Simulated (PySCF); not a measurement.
Structure problem from calculated spectra and properties.

Formula: C5H9NOSi.

| Quantity | Value |
| --- | --- |
| Triplet | lowest triplet excitation (Tamm–Dancoff): 2.74 eV [TDA PBE0/def2-SVPD] |
| 13C NMR | chemical shifts (computed TMS as zero) by class: 245.4 (1 C), 174.2 (1 C), 143.1 (1 C), 143.1 (1 C), 38.4 (1 C) ppm [GIAO PBE0/pcSseg-1] |
| Dipole | 3.19 D [PBE0/def2-SVPD] |
| UV, strongest line | among the 8 lowest singlet transitions: S3 at 4.68 eV (265 nm, f = 0.066) [TDDFT PBE0/def2-SVPD] |
| NMR, other nuclei | isotropic shieldings of nuclei other than C and H, by class: -156 (1 N), -512 (1 O), 397 (1 Si) ppm [GIAO PBE0/pcSseg-1] |
| Polarisability | 98.9 au [PBE0/def2-SVPD] |
| 1H NMR | chemical shifts (computed TMS as zero) by class: 8.83 (1 H), 8.82 (1 H), 6.54 (1 H), 6.46 (1 H), 6.04 (1 H), 4.93 (1 H), 2.58 (3 H) ppm [GIAO PBE0/pcSseg-1] |
| Rotational structure | rotational constants A, B, C: 1.765, 1.479, 1.002 GHz [GFN2-xTB] |

The electronic properties come from PySCF, for the isolated species, density fitting. Levels stand in brackets. One conformer (not necessarily the lowest) at the GFN2-xTB geometry, without solvent, vibrations or thermal averaging. NMR values are class means; diastereotopic atoms form classes of their own.

**Question.** Propose a structure and show how it fits.

**Answer.** Numbering: `[CH2:1]=[CH:2][Si@H:3]([N:4]=[CH2:5])[C:6]([CH3:7])=[O:8]`. Its formula, C5H9NOSi, gives 3 degrees of unsaturation: 0 rings and 3 π bonds in the structure found. 5 carbons fall into 5 classes; from least to most shielded: carbonyl carbon [C6] (245.4 ppm), C=N carbon [C5] (174.2 ppm), terminal =CH2 carbon [C1] (143.1 ppm), alkene CH carbon [C2] (143.1 ppm), methyl carbon next to a carbonyl [C7] (38.4 ppm). Hydrogen classes from least to most shielded: 1 H on a C=N carbon, C5 (8.83 ppm), 1 H on a C=N carbon, C5 (8.82 ppm), 1 H on a terminal =CH2 carbon, C1 (6.54 ppm), 1 H on an alkene CH carbon, C2 (6.46 ppm), 1 H on a terminal =CH2 carbon, C1 (6.04 ppm), 1 H on an SiH silicon, Si3 (4.93 ppm), 3 H on a methyl carbon next to a carbonyl, C7 (2.58 ppm, a mean of values up to 1.0 ppm apart in this geometry). The other shieldings belong to: -156 ppm, C=N nitrogen [N4]; -512 ppm, carbonyl oxygen [O8]; 397 ppm, SiH silicon [Si3]. The optimised geometry has point group C1 and is an asymmetric top. Structure: `C=C[Si@H](N=C)C(C)=O`. Computed isomers that give other values at the same levels: `[H]/N=C(\CO)CC#C[SiH3]` (13C chemical shifts (computed TMS as zero) by class: 180.4 (1 C), 115.2 (1 C), 82.3 (1 C), 67.7 (1 C), 31.8 (1 C) ppm); `C#CCNC(=O)C[SiH3]` (13C chemical shifts (computed TMS as zero) by class: 171.3 (1 C), 86.3 (1 C), 77.9 (1 C), 30.0 (1 C), 22.3 (1 C) ppm); `CO[C@@H]1C[C@@]1([SiH3])C#N` (13C chemical shifts (computed TMS as zero) by class: 126.6 (1 C), 69.3 (1 C), 61.2 (1 C), 21.3 (1 C), -2.0 (1 C) ppm). The assignments are read from this structure; whether some other isomer fits the data as well wasn't checked. The mirror image fits equally.

Shape of the structure used: `[CH2:1]=[CH:2][Si@H:3]([N:4]=[CH2:5])[C:6]([CH3:7])=[O:8]`: C1–C2–Si3–N4 156°, C2–Si3–N4–C5 126°, C2–Si3–C6–C7 71°.
